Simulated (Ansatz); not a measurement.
H₂BrF₂NSi (SMILES N[Si](F)(F)Br), singlet, at a GFN2-xTB geometry; SC-NEVPT2/STO-3G, CASSCF(4,4) (Ansatz, a quantum-chemistry and plane-wave program).

Ansatz was given this input:
Ansatz 0.2 input:
```yaml
crystal:
  periodic: [false, false, false]
  atoms:
    - {symbol: N, position_ang: [2.06108507, 0.10319234, 0.71486231]}
    - {symbol: Si, position_ang: [0.42638196, 0.47456318, 0.48125499]}
    - {symbol: F, position_ang: [-0.30924525, 0.48348689, 1.88473683]}
    - {symbol: F, position_ang: [0.30615776, 1.94366118, -0.10036818]}
    - {symbol: Br, position_ang: [-0.72758191, -0.82474529, -0.83221188]}
    - {symbol: H, position_ang: [2.34638778, -0.65085744, 1.31392684]}
    - {symbol: H, position_ang: [2.74982339, 0.30637919, 0.01256491]}
basis:
  gaussian:
    orbitals: STO-3G
magnetization: {spin_polarized: false}
correlation: {method: sc_nevpt2, electrons: all, active_space: {window: {electrons: 4, orbitals: 4}}}
```

It wrote (shortened):

```
Functional definition: HF
511 factors; integrals over basis functions are off by at most 1.9e-5 eV
mean field evaluation 1: about -83845.0369 eV, gradient 2.8e1 eV
mean field evaluation 2: about -83845.1066 eV, gradient 2.8e1 eV
mean field evaluation 4: about -83848.2635 eV, gradient 1.3e0 eV
mean field evaluation 8: about -83848.2734 eV, gradient 6.8e-6 eV
mean field -83848.27337040 eV, -3081.3672119612 hartree, gradient 6.7e-7 eV, S^2 0.000000; 0 other end points of the search recorded, 0 dependent functions left out
reference -83848.27337040 eV, -3081.3672119612 hartree; 38, 38 occupied and 6, 6 virtual orbitals, 511 factors
state -83849.08770761 eV, -3081.3971383017 hartree
state -83849.08770761 eV, -3081.3971383017 hartree; corrected -83851.46596440 eV, -3081.4845376269 hartree
state -83848.89331072 eV, -3081.3899943476 hartree
state -83848.89331072 eV, -3081.3899943476 hartree; corrected -83851.40141272 eV, -3081.4821653963 hartree
state -83849.08770761 eV, -3081.3971383017 hartree; corrected -83851.46596440 eV, -3081.4845376269 hartree
2 active orbitals were swapped for others, from the solution at -83848.89327557 eV, -3081.3899930559 hartree to that at -83849.08766221 eV, -3081.3971366334 hartree; typed "places" are swapped only where nearly empty or full, and so, without "given_window_search", are "orbital_numbers", "shells" and a window whose orbitals a file names under [Active]
Total energy: -83851.46596440 eV, -3081.4845376269 hartree
```
